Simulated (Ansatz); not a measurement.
C3H6OZn can be A, `[CH3][Zn][CH2]C=O`, or B, `[ZnH][CH2]C1CO1`.

Computed with Ansatz on PBE0-D4/def2-TZVP structures; ΔE is electronic, products minus reactants. CBS: MP2 limit from def2 TZ/QZ plus the TZ coupled-cluster correction, frozen cores. DFT in def2-TZVPP. B3LYP here is the variant with VWN-RPA as its local correlation; programs differ in this. For Zn outer-core shells are correlated without core-valence functions, which leaves a few kJ/mol of doubt a bond. Scalar relativity is left out up to krypton. One conformer a species, not always the lowest.

A:

```xyz
11

C    -0.719    2.229   -0.716
Zn   -0.403    0.455   -0.008
C    -0.098   -1.343    0.749
C     1.183   -1.843    0.236
O     2.267   -1.644    0.733
H    -0.176    2.978   -0.134
H    -0.382    2.296   -1.753
H    -1.782    2.479   -0.686
H    -0.936   -1.978    0.456
H    -0.066   -1.201    1.832
H     1.111   -2.427   -0.711
```

B:

```xyz
11

Zn   -1.648   -0.121   -1.057
C    -0.615    1.005    0.195
C     0.363    0.044    0.784
C     1.349   -0.639   -0.046
O     0.183   -1.338    0.373
H    -2.508   -0.929   -2.051
H    -0.115    1.849   -0.288
H    -1.277    1.416    0.961
H     0.593    0.115    1.846
H     1.397   -0.404   -1.107
H     2.278   -0.999    0.388
```

Task: Which is lower in electronic energy at CCSD(T)/CBS, and by how much? (Estimate.)

Result: Computed: A, by 32.4 kcal/mol.

Task: Give E(B) − E(A) in kcal/mol with CCSD(T)/def2-TZVPP, CCSD/def2-TZVPP, PBE0-D4, r2SCAN-D4, B3LYP-D4, B3LYP, B2PLYP. (An estimate is asked.)

Result: Computed: CCSD(T)/def2-TZVPP 31.8, CCSD/def2-TZVPP 31.8, PBE0-D4 30.5, r2SCAN-D4 32.1, B3LYP-D4 34.6, B3LYP 36.1, B2PLYP 35.0. None reverses the order clearly.

Largest T1 diagnostic: 0.015.

In def2-TZVPP, CCSD(T) changes the Hartree–Fock value by −3.7 kcal/mol (the triples alone add −0.0 kcal/mol) and MP2 by −3.1 kcal/mol. From PBE to PBE0 (25 % exact exchange), in def2-TZVPP and without D4, E(B) − E(A) moves by −1.6 kcal/mol.
